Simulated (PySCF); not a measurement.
# Excitation energy of W+ by level of theory

W+ [Xe] 4f14 5d4 6s1 (6D) → W+ [Xe] 4f14 5d3 6s1 6p1 (high-spin determinant), as a difference of total energies. Calculation: PySCF 2.14, in ANO-RCC-VTZP; scalar relativity by spin-free X2C-1e. Correlated levels: valence: [Xe] 4f14 frozen. The calculations carry no spin-orbit coupling.

```
           method  excitation energy (eV)
              UHF                   4.840
              PBE                   5.870
             PBE0                   5.755
           r2SCAN                   5.723
    MP2 (valence)                   5.209
SCS-MP2 (valence)                   4.963
```

**Question.** How much does correlation contribute at MP2 (valence)?

**Answer.** 5.209 − (4.840) = 0.369 eV, measured against UHF.

A first-order spin-orbit estimate (lowest level to lowest level, LS coupling) adds -0.578 eV.

The basis was made for the ground configuration and has no added diffuse functions, so the excitation energy can come out too high.

The determinant of the upper state mixes LS terms, which raises its energy above the lowest term, most at the Hartree-Fock and MP2 levels.
